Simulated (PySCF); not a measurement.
MgH2, SMILES [MgH2].

The structure is a stationary point at PBE0-D3(BJ)/def2-TZVPD.

Method: C-PCM-PBE0/def2-TZVPD (PySCF).

The values are the electrostatic part of the solvation free energy, E(continuum) − E(gas) at the gas-phase geometry, in a cavity of scaled van der Waals radii (PySCF's table); cavitation and dispersion terms are not included. A continuum can't describe solvent molecules that bind to the metal. In vacuum the orbital gap is 6.55 eV. The dipole moment in vacuum is 0.00 D.

Estimate the values in water (ε = 78.36), tetrahydrofuran (ε = 7.43), acetone (ε = 20.49). (Estimate from the structure and the level; the computed values follow.)


```
solvent              ε  ΔG(elec) (kcal/mol)  dipole (D)  gap (eV)
---------------  -----  -------------------  ----------  --------
water            78.36                -12.5        0.00      7.31
tetrahydrofuran   7.43                -10.6        0.00      7.20
acetone          20.49                -11.9        0.00      7.28
```
